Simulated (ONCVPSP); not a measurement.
Ta (Z = 73): excitation energies, all-electron against ONCV

```
Element                 : tantalum
Generator               : ONCVPSP 4.0.1
Type                    : optimised norm-conserving Vanderbilt (ONCV)
Functional              : PBEsol
Relativity              : fully relativistic
Frozen core             : [Kr] 4d10
Valence charge          : 27
Reference configuration : 4f14 5s2 5p6 5d2 (charge +3)
Partial waves           : 5s: rc 1.05 bohr, ncon 3, nbas 7, qcut 5.4 1/bohr, 2 projectors, debl 0.7 Ha; 5p: rc 1.65 bohr, ncon 4, nbas 8, qcut 10.1 1/bohr, 1 projector; 5d: rc 2.80 bohr, ncon 3, nbas 8, qcut 6 1/bohr, 2 projectors, debl 2 Ha; 4f: rc 1.05 bohr, ncon 5, nbas 10, qcut 13.7 1/bohr, 2 projectors, debl 2.1 Ha
Local potential         : polynomial inside 1.00 bohr (lpopt 5, dvloc0 0 Ha)
Core correction         : Teter function, fcfact 5.75, rcfact 1.25
```

Open shells are filled in proportion to 2j + 1.

In the s channel the program set the typed energies aside and used -3.707, 0.250 Ha.

Energies are relative to the spin-unpolarised reference configuration 4f14 5s2 5p6 5d2; without spin polarisation the order of configurations can differ from experiment.

```csv
valence configuration,charge,ΔE all-electron (eV),error AE − PS (meV)
4f14 5s2 5p6 5d3 6s1,+1,-38.580,+9.7
4f14 5s2 5p6 5d3,+2,-23.601,+18
4f14 5s2 5p6 5d3.5 6s1.5,0,-46.103,+13
```

What are ΔE and the potential's error for 4f14 5s2 5p6 5d3 6s2?

ΔE = -47.089 eV all-electron; the error (AE − PS) is +1.5 meV.

Levels in the configuration 4f14 5s2 5p6 5d3 6s1:

```csv
level,all-electron (eV),pseudo (eV)
4f j=7/2,-31.000,-31.063
4f j=5/2,-32.983,-33.045
5s j=1/2,-80.082,-80.103
5p j=3/2,-44.185,-44.199
5p j=1/2,-52.961,-52.983
5d j=5/2,-10.279,-10.296
5d j=3/2,-10.921,-10.944
6s j=1/2,-11.658,-11.650
```

Note: no bound ghost flagged; GHOST(+) flagged for s at 31.9 eV, p3/2 at 32.7 eV, d5/2 at 140.2 eV.
